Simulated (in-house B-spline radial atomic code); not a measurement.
Inner levels of mercury as electrons are removed. A shift is the extra binding of the orbital against the neutral atom ([Xe] 4f14 5d10 6s2). Computed with a B-spline radial code for spherical atoms: non-relativistic Hartree-Fock, average of the configuration, point nuclei.

This level leaves out relativity, spin-orbit splitting included, which matters for heavy ions.

```csv
ion,configuration,shift of 5p (eV),shift of 3d (eV),shift of 4s (eV),radius of 5p (bohr),radius of 3d (bohr),radius of 4s (bohr),Σ<r²> (bohr²),change of density at nucleus (bohr⁻³)
Hg,[Xe] 4f14 5d10 6s2,0,0,0,1.0954,0.16701,0.43929,68.627,-
Hg+,[Xe] 4f14 5d10 6s1,?,?,?,?,?,?,?,?
Hg2+,[Xe] 4f14 5d10,?,?,?,?,?,?,?,?
Hg3+,[Xe] 4f14 5d9,31.958,33.067,32.949,1.0843,0.16701,0.4393,37.832,-21.816
Hg4+,[Xe] 4f14 5d8,47.611,50.278,50.058,1.0742,0.16701,0.43927,34.391,-15.992
Hg5+,[Xe] 4f14 5d7,64.064,68.655,68.278,1.0637,0.16701,0.43923,31.391,-9.081
Hg6+,[Xe] 4f14 5d6,81.228,88.105,87.508,1.053,0.16701,0.43917,28.721,-1.193
Hg7+,[Xe] 4f14 5d5,99.039,108.56,107.67,1.0423,0.167,0.43909,26.313,7.621
Hg8+,[Xe] 4f14 5d4,117.45,129.95,128.71,1.0316,0.167,0.439,24.117,17.353
Hg9+,[Xe] 4f14 5d3,136.41,152.26,150.58,1.021,0.16699,0.43889,22.097,27.933
Hg10+,[Xe] 4f14 5d2,155.91,175.43,173.24,1.0106,0.16698,0.43877,20.227,39.369
Hg11+,[Xe] 4f14 5d1,175.9,199.44,196.65,1.0003,0.16697,0.43862,18.486,51.597
Hg12+,[Xe] 4f14,196.37,224.27,220.79,0.99017,0.16696,0.43845,16.858,64.644
Hg13+,[Kr] 4d10 4f14 5s2 5p5,218.95,251.96,247.51,0.97826,0.16695,0.43825,15.565,81.561
Hg14+,[Kr] 4d10 4f14 5s2 5p4,?,?,?,?,?,?,?,?
Hg15+,[Kr] 4d10 4f14 5s2 5p3,265.26,309.23,302.59,0.95672,0.16692,0.43778,13.146,117.24
```

(1) Fill in the row of Hg+.

(2) Fill in the row of Hg2+.

(3) Fill in the row of Hg14+.

Results:

(1) shift of 5p (eV): 7.9707; shift of 3d (eV): 7.9202; shift of 4s (eV): 7.8985; radius of 5p (bohr): 1.0948; radius of 3d (bohr): 0.16701; radius of 4s (bohr): 0.4393; Σ<r²> (bohr²): 52.71; change of density at nucleus (bohr⁻³): -9.779.

(2) shift of 5p (eV): 17.233; shift of 3d (eV): 17.156; shift of 4s (eV): 17.09; radius of 5p (bohr): 1.0937; radius of 3d (bohr): 0.16701; radius of 4s (bohr): 0.43932; Σ<r²> (bohr²): 41.896; change of density at nucleus (bohr⁻³): -26.536.

(3) shift of 5p (eV): 241.92; shift of 3d (eV): 280.28; shift of 4s (eV): 274.78; radius of 5p (bohr): 0.96728; radius of 3d (bohr): 0.16693; radius of 4s (bohr): 0.43802; Σ<r²> (bohr²): 14.329; change of density at nucleus (bohr⁻³): 99.1.
